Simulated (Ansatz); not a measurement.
Saddle point of SiAsH$_{7}$, singlet (AsH₃ + SiH₄ → SiAsH₅ ([SiH3][AsH2]) + H₂; bonds formed: Si1–As7, H2–H6; bonds broken: Si1–H2, H6–As7), PBE0-D4/def2-TZVP structure:

```
9
angstrom
Si -1.0606 -0.4843 -0.3575
H 0.6197 -1.0564 -0.3694
H -1.2599 -1.1141 -1.6974
H -1.9115 0.7361 -0.4132
H -1.5562 -1.3789 0.7176
H 1.4084 -0.7824 0.2685
As 0.9402 0.7759 0.8677
H 1.3623 1.2022 -0.5256
H 1.4575 2.1020 1.5094
```

Energies are electronic, without zero-point energy. Barriers and step energies count from the start structure reached by relaxing down the imaginary mode; all methods use the PBE0-D4 structures, on which another method's saddle can fall below an end. Computed with Ansatz 0.2.0 (basis: def2-TZVPP, with def2-QZVPP for the basis limit); correlated methods freeze the cores. Filled d shells of the heavier atoms are correlated. The def2 sets are not built for correlating such inner shells, so the correlated values are less sure here. B3LYP uses VWN-RPA correlation. Extrapolation: Hartree–Fock as exp(−7.88 √X), correlation as X^−2.97.

```csv
method,barrier (kJ/mol),step energy (kJ/mol)
SPW92,177.4,-7.3
PBE-D4,203.8,-13.2
BLYP-D4,?,-6.0
r2SCAN-D4,?,-9.9
B97M-V,236.5,0.9
PBE0-D4,231.0,-9.9
B3LYP-D4,248.4,-3.2
r2SCAN0-D4,245.8,-8.0
BHLYP-D4,281.9,1.4
CAM-B3LYP-D4,268.2,3.0
wB97X-V,271.1,-2.0
wB97M-V,262.1,-3.0
B2PLYP,261.3,-1.9
PBE-QIDH,?,-7.5
RPA on PBE,268.2,1.8
HF,358.2,15.3
MP2,260.1,-9.1
CCSD,282.0,1.7
CCSD(T),265.7,-2.2
```

Fill in the withheld barriers. (An estimate is asked for; the value comes from the calculation.)

Computed: BLYP-D4 227.8; r2SCAN-D4 227.4; PBE-QIDH 255.8 kJ/mol. Each is the energy of the saddle less that of the start structure, by the same method.

For comparison, the barrier by CCSD(T) at an estimated basis limit (MP2 extrapolated from triple and quadruple zeta, plus CCSD(T) − MP2 in triple zeta) is 257.9 kJ/mol.

The T1 diagnostic stays at or below 0.012.

Labels in which every atom is bracketed show which atoms are joined, not bond orders.

For scale, one of the runs: CCSD(T)/def2-TZVPP, 188 basis functions (an equivalent command: `ansatz run in.yaml --threads 2`). Hardware: 2 CPU threads, shared host. Wall time 31 s; peak host memory 2 GiB.
